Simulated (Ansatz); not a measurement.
Basis-set series for Br2Ge (`[Br][Ge][Br]`). Total charge 0; spin multiplicity 1. The geometry is a stationary point of PBE0-D4/def2-TZVP.

| functional | basis | functions | energy (Eh) | HOMO (eV) | LUMO (eV) |
| --- | --- | --- | --- | --- | --- |
| PBE0-D4 | def2-TZVPP | 144 | -7224.55362 | -7.79 | -3.22 |
| PBE0-D4 | def2-QZVPP | 267 | -7224.70350 | -7.81 | -3.23 |
| ωB97M-V | def2-TZVPP | 144 | -7225.00777 | -9.81 | -1.31 |
| ωB97M-V | def2-QZVPP | 267 | -7225.15260 | -9.83 | -1.37 |

Q: Give the rows for def2-SVP. (An estimate is asked.)

A: Computed: 
| functional | basis | functions | energy (Eh) | HOMO (eV) | LUMO (eV) |
| --- | --- | --- | --- | --- | --- |
| PBE0-D4 | def2-SVP | 96 | -7223.66616 | -7.72 | -3.17 |
| ωB97M-V | def2-SVP | 96 | -7224.12454 | -9.70 | -1.24 |

Scalar relativity is left out up to krypton.
